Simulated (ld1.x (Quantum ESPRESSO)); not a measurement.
**Ce: TM semilocal pseudisation with PBEsol, scalar-relativistic reference atom.**

cerium, norm-conserving Troullier–Martins (semilocal form), made with ld1.x (Quantum ESPRESSO) 7.5 (PBEsol, scalar-relativistic). Core [Kr] 4d10, reference 4f1 5s2 5p6 5d1 6s2 6p0. Waves: 5s (bound): rc 2.75 bohr; 5p (bound): rc 3.10 bohr; 4f (bound): rc 1.45 bohr; 5d (bound): rc 2.20 bohr. Local part: the d channel. Core correction: a·sin(br)/r model core, default radius (core density twice the valence density).

Occupied shells without a wave of their own: 6s. They enter only through the test configuration that unscreens the potential, and ld1.x also counts them in the model core charge.

- Cutoffs needed: 160 Ry and 180 Ry (the cutoffs (Ry, on a coarse ladder) from which the occupation-weighted sum of valence levels, in a spherical-Bessel basis at the reference potential, stays within 10 and 1 mRy of its value at 400 Ry)
- Ghost test: ghost state, extra bound levels that the all-electron valence spectrum of the same l lacks: f at -4.0 eV; the semilocal form is local in each channel, so this says nothing of the separable form that plane-wave codes build from it; a true bound ghost makes a file unfit for plane-wave use (spherical-Bessel basis up to 400 Ry, 20 bohr box)
- Configuration tests: no test is counted, since the test run did not reproduce the reference configuration

Note: ghost state, extra bound levels that the all-electron valence spectrum of the same l lacks: f at -4.0 eV; the semilocal form is local in each channel, so this says nothing of the separable form that plane-wave codes build from it. A true bound ghost makes a file unfit for plane-wave use. The potential misses its own reference levels by up to 1.5 eV, so it is not fit for use. ld1.x takes every shell without a wave as core, so the model core holds the 6s electrons as well and exchange and correlation see them twice. This cancels in the reference configuration, but the file is broken for other ones, and its errors say nothing about a proper core correction.
